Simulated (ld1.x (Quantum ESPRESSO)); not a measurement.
chromium (Cr): variants of one RRKJ potential

Base potential:

- Element: chromium (Cr)
- Generator: ld1.x (Quantum ESPRESSO) 7.5
- Type: norm-conserving RRKJ (Kleinman–Bylander form)
- Functional: LDA (PZ)
- Relativity: scalar-relativistic
- Frozen core: [Ne] 3s2
- Valence charge: 12
- Reference configuration: 3p6 3d5 4s0.5 4p0.5
- Partial waves: 4s (bound): rc 2.65 bohr; 3p (bound): rc 1.10 bohr; 3d (bound): rc 1.60 bohr
- Local potential: all-electron potential smoothed inside 0.85 bohr (lloc = -1)
- Core correction: a·sin(br)/r model core, default radius (core density twice the valence density)
- rho0: 0.001

Occupied shells without a wave of their own: 4p. They enter only through the test configuration that unscreens the potential, and ld1.x also counts them in the model core charge.

All-electron outer shells of the reference configuration (LDA (PZ), scalar-relativistic, ld1.x):

```
shell  level (eV)  outermost node (bohr)  outermost maximum (bohr)
   2p     -560.99                      –                      0.20
   3s      -74.29                   0.36                      0.78
   3p      -46.08                   0.33                      0.80
   4s       -4.71                   1.12                      2.71
   3d       -3.84                      –                      0.84
   4p       -1.51                   1.25                      3.80
```

Cutoffs, loose and tight: the cutoffs (Ry, on a coarse ladder) from which the occupation-weighted sum of valence levels, in a spherical-Bessel basis at the reference potential, stays within 10 and 1 mRy of its value at 400 Ry. They do not see the model core or the augmentation charge, which bear on the density cutoff. Test errors are all-electron minus pseudo excitation energies from the reference, over the configurations 3p6 3d5 4s1 4p0; 3p6 3d5 4s0 4p0; 3p6 3d4 4s0 4p0; 3p6 3d4 4s1 4p0; 3p6 3d4 4s1 4p1; 3p6 3d3 4s0 4p0; 3p6 3d2 4s0 4p0 (two spin-polarised tests are not counted in the largest error). A dash means not determined; rows that change the core or the reference have their own tests.

With those shells counted twice in exchange and correlation these files are broken, and their errors move erratically; no question is asked of them.

A true bound ghost makes a file unfit for plane-wave use even where its test errors are small: the radial tests pick states by their node count and pass the ghost by.

```csv
change,outcome,"cutoff, loose","cutoff, tight",bound ghosts,largest test error (meV)
base,generated,100 Ry,140 Ry,s,-303
wave 4s (bound): rc 2.65 bohr becomes 4s (bound): rc 1.78 bohr,failed: compute_chi: n is too large,–,–,–,–
wave 4s (bound): rc 2.65 bohr becomes 4s (bound): rc 1.98 bohr,failed: compute_chi: n is too large,–,–,–,–
wave 4s (bound): rc 2.65 bohr becomes 4s (bound): rc 2.16 bohr,failed: compute_chi: n is too large,–,–,–,–
wave 4s (bound): rc 2.65 bohr becomes 4s (bound): rc 2.46 bohr,generated,100 Ry,140 Ry,s,-300
wave 4s (bound): rc 2.65 bohr becomes 4s (bound): rc 2.80 bohr,generated,100 Ry,140 Ry,s,-308
wave 4s (bound): rc 2.65 bohr becomes 4s (bound): rc 2.94 bohr,generated,100 Ry,140 Ry,s,-316
wave 4s (bound): rc 2.65 bohr becomes 4s (bound): rc 3.26 bohr,generated,100 Ry,140 Ry,s,-339
wave 4s (bound): rc 2.65 bohr becomes 4s (bound): rc 3.48 bohr,generated,100 Ry,140 Ry,s,-360
wave 4s (bound): rc 2.65 bohr becomes 4s (bound): rc 3.66 bohr,generated,100 Ry,140 Ry,s,-374
wave 4s (bound): rc 2.65 bohr becomes 4s (bound): rc 3.96 bohr,generated,100 Ry,140 Ry,s,-393
```

Reading the sweep of the s radius (base included, trends over the rows without a ghost): Bound ghosts are found at 2.46, 2.65, 2.8, 2.94, 3.26, 3.48, 3.66, 3.96 bohr. Every judged row has one, so this setting neither creates nor removes them. The generation fails at 1.78, 1.98, 2.16 bohr.
